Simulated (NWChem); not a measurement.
Species: C2H3BFNO; SMILES FB(C)OC#N

```xyz
9

C      0.7163     2.1669     0.0011
B     -0.0171     0.8014     0.0001
F     -1.3296     0.6833     0.0000
O      0.7202    -0.3813    -0.0002
C      0.2049    -1.5614    -0.0001
N     -0.1912    -2.6506    -0.0001
H      0.4114     2.7518     0.8842
H      0.4056     2.7569    -0.8766
H      1.8089     2.0665    -0.0026
```
Atoms are numbered in this order, from 1.

All runs use the structure optimised with PBE0/def2-SVP.

Question: Give the principal values of the shielding tensors (ppm) of C1, B2, F3, O4, C5 from B3LYP/6-31G* (spherical d), GIAO (NWChem), with their diamagnetic and paramagnetic parts as GIAO splits them.

Answer: 
```json
[
 {"atom": "C1", "σ11": "187.1", "σ22": "193.3", "σ33": "199.5", "isotropic": "193.3", "diamagnetic": "254.0", "paramagnetic": "-60.7"},
 {"atom": "B2", "σ11": "55.3", "σ22": "93.3", "σ33": "101.8", "isotropic": "83.5", "diamagnetic": "198.0", "paramagnetic": "-114.5"},
 {"atom": "F3", "σ11": "82.9", "σ22": "270.3", "σ33": "401.3", "isotropic": "251.5", "diamagnetic": "470.6", "paramagnetic": "-219.0"},
 {"atom": "O4", "σ11": "141.4", "σ22": "237.7", "σ33": "284.0", "isotropic": "221.0", "diamagnetic": "391.7", "paramagnetic": "-170.7"},
 {"atom": "C5", "σ11": "-1.0", "σ22": "-0.3", "σ33": "289.5", "isotropic": "96.1", "diamagnetic": "261.8", "paramagnetic": "-165.7"}
]
```
